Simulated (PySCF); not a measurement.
**Structure elucidation problem**

The spectra below were simulated for a compound C₃H₃F₃O₂.

¹H NMR (400 MHz, computed): δ 6.39 (br s, 1H), 3.14 (m, 2H).

¹³C{¹H} NMR (computed): δ 168.0 (C), 133.3 (C), 45.2 (CH2).

All values are calculated (PySCF): structure optimised with GFN2-xTB, σ from GIAO-PBE0/pcSseg-1. Equivalent nuclei averaged, gas phase, a single conformation, non-relativistic.

Shifts are taken against calculated references (same method and geometry level): TMS for ¹H and ¹³C.

**Question.** Deduce the structure.

**Answer.** 
1. Rings plus π bonds: 1 (no ring in the answer).
2. 3 carbon signals for 3 carbons: no two carbons are equivalent.
3. Carbon types of the structure: 2 × C, 1 × CH2, leaving 1 H on heteroatoms.
4. δC 168.0: carboxylic acid carbon; lone-pair donation from the attached heteroatom keeps it upfield of a ketone carbonyl.
5. δC 133.3: CF3 carbon; 3 electronegative neighbours deshield it.
6. δC 45.2: sp3 CH2 α to a carbonyl; α to the electron-withdrawing carbonyl group.
7. δH 6.39: hydrogen on an acid hydroxyl oxygen; exchangeable; this is the value without hydrogen bonding to other molecules.
8. δH 3.14: hydrogen on an sp3 CH2 α to a carbonyl; α to C=O.

The compound is `InChI=1S/C3H3F3O2/c4-3(5,6)1-2(7)8/h1H2,(H,7,8)`.

The data come from this structure; uniqueness wasn't tested.

Exchangeable OH/NH protons stand at their gas-phase positions; hydrogen bonding in a real sample shifts them, mostly to higher δ. Splittings by ¹⁹F in the carbon and heteronuclear signals aren't shown, as no couplings were computed. Shifts are as computed. Against solution values, carbons near 30 ppm lie about +3 ppm off and those near 130 ppm about +5 ppm. Of 1211 compounds with measured shifts, 218 miss one by over three times the rms of a fit or turn the order of signals round; such compounds aren't used in these exercises. The C=O carbon of an acid or of an amide with N–H lies up to 10 ppm further downfield in solution, through hydrogen bonding that the calculation lacks.
